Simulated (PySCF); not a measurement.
A species of formula C2H13N3OSi3 has this rotational fingerprint, computed with PBE0/pcSseg-1 in PySCF (dipole) on a GFN2-xTB geometry, gas phase:

- Rotational constants: A = 1294, B = 847.5, C = 565.8 MHz
- Dipole components: |μa| = 0.60 D, |μb| = 0.24 D, |μc| = 0.61 D
- Inertial defect: -93.82 u·Å²
- κ: -0.23

Question: Which candidate fits, each taken in the one conformer that was computed?
A. `[CH3:1][Si:2]1([CH3:3])[NH:4][SiH2:5][NH:6][Si@H:7]([OH:8])[NH:9]1` with N6–Si7–O8–H -62°, C1–Si2–N4–Si5 166°, Si2–N4–Si5–N6 -21°, N4–Si5–N6–Si7 -31°, Si5–N6–Si7–O8 168°
B. `[OH:1][Si@@H:2]1[CH2:3][NH:4][CH2:5][SiH2:6][NH:7][SiH2:8][NH:9]1` with H–O1–Si2–C3 61°, O1–Si2–C3–N4 -153°, Si2–C3–N4–C5 -78°, C3–N4–C5–Si6 166°, N4–C5–Si6–N7 -31°
C. `[OH:1][SiH:2]1[NH:3][CH2:4][SiH2:5][NH:6][SiH2:7][CH2:8][NH:9]1` with H–O1–Si2–N3 -168°, O1–Si2–N3–C4 -163°, Si2–N3–C4–Si5 -33°, N3–C4–Si5–N6 -57°, C4–Si5–N6–Si7 98°
D. `[CH3:1][N:2]1[SiH2:3][NH:4][SiH2:5][CH2:6][NH:7][Si@@H:8]1[OH:9]` with N7–Si8–O9–H -49°, C1–N2–Si3–N4 -178°, N2–Si3–N4–Si5 51°, Si3–N4–Si5–C6 -78°, N4–Si5–C6–N7 59°
E. `[OH:1][Si@H:2]1[NH:3][CH2:4][CH2:5][SiH2:6][NH:7][SiH2:8][NH:9]1` with H–O1–Si2–N3 51°, O1–Si2–N3–C4 46°, Si2–N3–C4–C5 63°, N3–C4–C5–Si6 54°, C4–C5–Si6–N7 -101°

Answer: C. It is O[SiH]1NC[SiH2]N[SiH2]CN1, an asymmetric top, point group C1. The candidates at the same level (rigid rotor, commonest isotopes):

```json
{"SMILES": "O[SiH]1NC[SiH2]N[SiH2]CN1", "A (MHz)": "1294", "B (MHz)": "847.5", "C (MHz)": "565.8", "μa (D)": "0.60", "μb (D)": "0.24", "μc (D)": "0.61", "Δ (u·Å²)": "-93.82", "point group": "C1", "rotor": "asymmetric top"}
{"SMILES": "O[Si@@H]1CNC[SiH2]N[SiH2]N1", "A (MHz)": "2034", "B (MHz)": "682.5", "C (MHz)": "588.7", "μa (D)": "0.28", "μb (D)": "1.91", "μc (D)": "1.11", "Δ (u·Å²)": "-130.47", "point group": "C1", "rotor": "asymmetric top"}
{"SMILES": "CN1[SiH2]N[SiH2]CN[Si@@H]1O", "A (MHz)": "1316", "B (MHz)": "932.1", "C (MHz)": "588.3", "μa (D)": "0.75", "μb (D)": "0.51", "μc (D)": "0.76", "Δ (u·Å²)": "-67.13", "point group": "C1", "rotor": "asymmetric top"}
{"SMILES": "C[Si]1(C)N[SiH2]N[Si@H](O)N1", "A (MHz)": "1289", "B (MHz)": "844.6", "C (MHz)": "636.9", "μa (D)": "1.40", "μb (D)": "0.10", "μc (D)": "0.72", "Δ (u·Å²)": "-196.92", "point group": "C1", "rotor": "asymmetric top"}
{"SMILES": "O[Si@H]1NCC[SiH2]N[SiH2]N1", "A (MHz)": "1290", "B (MHz)": "917.9", "C (MHz)": "609.5", "μa (D)": "0.12", "μb (D)": "0.89", "μc (D)": "0.30", "Δ (u·Å²)": "-113.13", "point group": "C1", "rotor": "asymmetric top"}
```

`CN1[SiH2]N[SiH2]CN[Si@@H]1O` has B 10 % too high; `C[Si]1(C)N[SiH2]N[Si@H](O)N1` has C 13 % too high; `O[Si@@H]1CNC[SiH2]N[SiH2]N1` has A 57 % too high; `O[Si@H]1NCC[SiH2]N[SiH2]N1` has B 8 % too high. No structure here is proved a minimum.
